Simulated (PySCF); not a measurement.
diiodomethane anion (CH₂I₂), SMILES ICI (connectivity only; charge and spin as stated), charge -1, multiplicity 2.

The structure is a stationary point at PBE-D3(BJ)/def2-SVPD. The spin state was assumed, not searched. The def2 effective core potentials stand for the cores of I; spin–orbit coupling is left out.

Method: PBE-D3(BJ)/def2-SVPD (PySCF 2.14.0).

Frequencies are harmonic and unscaled.

```csv
mode,ν (cm⁻¹),IR (km/mol),moving atoms (share of kinetic energy)
1,64,0.0,"I 90 %, C 8 %"
2,73,583.5,C 87 %
3,256,0.0,"C 74 %, I 15 %, H 11 %"
4,373,3.1,"H 68 %, C 31 %"
5,902,0.0,H 100 %
6,954,54.5,H 92 %
7,1202,0.0,"H 91 %, C 9 %"
8,2991,6.2,H 96 %
9,3127,0.8,"H 89 %, C 11 %"
```
